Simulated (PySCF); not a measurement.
C8H13OP.
Structure used (GFN2-xTB), in Å, numbered top down from 1:
```xyz
23
C8H13OP angstrom
C     -3.1474    0.4552   -0.0843
C     -1.8311    0.4250   -0.2292
C     -1.0338    1.4129   -1.0149
P     -0.9628   -0.9485    0.6010
O     -1.8340   -1.8596    1.3506
C      0.1410   -1.7107   -0.6716
C      1.4097   -0.9286   -0.5523
C      1.5769   -0.1828    0.5329
C      2.7827    0.6430    0.8383
C      0.4524   -0.2047    1.5292
H     -3.7679    1.2146   -0.5343
H     -3.6408   -0.3017    0.5032
H     -0.4511    0.9101   -1.7851
H     -1.6899    2.1405   -1.4884
H     -0.3334    1.9391   -0.3677
H     -0.2834   -1.6895   -1.6771
H      0.2861   -2.7599   -0.3936
H      2.1525   -1.0026   -1.3322
H      2.5121    1.6951    0.9316
H      3.5310    0.5418    0.0562
H      3.2202    0.3300    1.7862
H      0.2320    0.7819    1.9413
H      0.6743   -0.8736    2.3670
```

NICS is the negative of the GIAO shielding at a point without a nucleus: at the ring centre (0) and 1 Å above and below it (1); zz is the component along the ring normal. Level: GIAO PBE0/pcSseg-1 (PySCF, non-relativistic, gas phase) on the GFN2-xTB geometry, one conformer.

Ring bond lengths (Å), with Mayer bond orders in brackets: P4–C6 1.849 (0.91), C6–C7 1.495 (1.02), C7–C8 1.327 (1.84), C8–C10 1.503 (1.01), C10–P4 1.849 (0.90).

**Question.** What do the NICS probes read (ppm)?

**Answer.** 
```
           ring                                                     type  NICS(0)  NICS(1), two faces  NICS(1)zz, two faces  rms pucker (Å)  centre to ring atoms, mean (Å)
P4–C6–C7–C8–C10  5-membered ring with P; formal bonds 1 double, 4 single     -2.2         -1.2 / -4.6            0.7 / -7.2            0.12                            1.35
```

**Question.** What can be read from them?

**Answer.** 
- P4–C6–C7–C8–C10: mean NICS(1)zz -3.2 ppm, shielded. P4, C6, C10 have four or more neighbours, and the NICS criterion for π rings isn't applied. The two faces differ by 7.9 ppm, so no symmetry operation interchanges them.

Hardware: an Arm Neoverse V1 with one thread, shared host. Cost: 66 s of wall time, 1.1 GiB resident at most. This is the whole shielding run at PBE0/pcSseg-1, SCF included.
